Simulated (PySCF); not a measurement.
Computed shifts of a molecule C₂H₈O₂Si, HF/pcSseg-1 run with PySCF, GIAO, gas phase, atoms alike by connectivity averaged where their shifts nearly agree, in ppm (number of nuclei): ¹³C: 50.4 (1), 46.1 (1). ²⁹Si: -19.9 (1). ¹H: 4.55 (1), 4.35 (1), 3.73 (3), 3.68 (1), 3.46 (1), -0.17 (1). References: ¹³C against TMS (σ = 192.6 ppm); ¹⁷O against H2O (σ = 333.0 ppm); ²⁹Si against TMS (σ = 393.8 ppm); ¹H against TMS (σ = 31.99 ppm), references at their B3LYP-D3(BJ)/def2-TZVP geometries, non-relativistic. Geometry: PBE0-D3(BJ)/def2-SVP. Other conformers were not sampled.

Which structure fits?
A) OCCO[SiH3]
B) OC[C@@H](O)[SiH3]
C) OCC[SiH2]O
D) CO[SiH2]CO

D, CO[SiH2]CO
